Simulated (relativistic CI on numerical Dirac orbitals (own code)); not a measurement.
Hyperfine structure of Zn¹⁰⁺, mass number 67

Computed by Dirac-Coulomb-Breit CI, KLI orbitals optimised for each configuration, a model potential for QED, unscaled Slater integrals (own radial code, finite nucleus).

Configuration list (outside the closed core [Ne]): 3s2 3p6 3d2, 3s2 3p5 3d3, 3s 3p6 3d3, 3s2 3p6 3d 4s, 3s2 3p6 3d 4p, 3s2 3p6 3d 4d, 3s2 3p6 4s2, 3s2 3p6 4s 4p, 3s2 3p6 3d 4f, 3s2 3p6 4p2, 3s2 3p6 3d 5s, 3s2 3p5 3d2 4s, 3s2 3p6 4s 4d, 3p6 3d4, 3p5 3d5. Double excitations out of closed p, d and f shells are left out; levels of such configurations are missing from the list, as are those of other unlisted configurations, and high levels can miss mixing partners. These lack a partner that the ground configuration has and come out too high: 3s2 3p5 3d2 4s.

Nuclear spin I = 5/2, μ = 0.87485 μN, Q = 0.122 b (tables of Stone and Pyykkö). The electronic factors are computed for point nuclear moments, without core polarisation or the Bohr-Weisskopf and QED corrections.

| Level | E (cm⁻¹) | A (MHz) | B (MHz) |
| --- | --- | --- | --- |
| 3s2 3p6 3d2 3F_2 | 0 | 851.6 | 92 |
| 3s2 3p6 3d2 3F_3 | 3076 | 542.7 | 103 |
| 3s2 3p6 3d2 3F_4 | 6652 | 415.2 | 140 |
| 3s2 3p6 3d2 1D_2 | 28823 | 546.5 | -126 |
| 3s2 3p6 3d2 3P_1 | 33187 | 26.37 | 96.8 |
| 3s2 3p6 3d2 3P_2 | 36092 | 360.3 | -184 |
| 3s2 3p6 3d2 1G_4 | 45867 | 557.9 | 553 |
| 3s2 3p5 3d3 5D°_2 | 530147 | 1057 | 564 |

Levels with J = 0, under 50 % of one LS term, or S terms without an open s electron are left out. Small factors come from cancelling terms and can be off by tens of per cent or more.

At this charge energies of transitions that change n are usually good to better than 1 %, and those within a shell (Δn = 0) to a few per cent. Terms inside the open d or f shell come out 10 to 20 % too wide with unscaled integrals.

(1) Give the hyperfine levels of 3s2 3p6 3d2 3F_2 relative to its centre of gravity.

Results:

(1) With K = F(F + 1) − I(I + 1) − J(J + 1), E = AK/2 + B[¾K(K + 1) − I(I + 1)J(J + 1)]/[2I(2I − 1)J(2J − 1)]: F = 1/2: -5897, F = 3/2: -4661, F = 5/2: -2578, F = 7/2: 386.7, F = 9/2: 4281 MHz.

LS names give the leading component of a level, which can be under half, so a name can repeat, a term be missing and a line seem to break the LS rules.
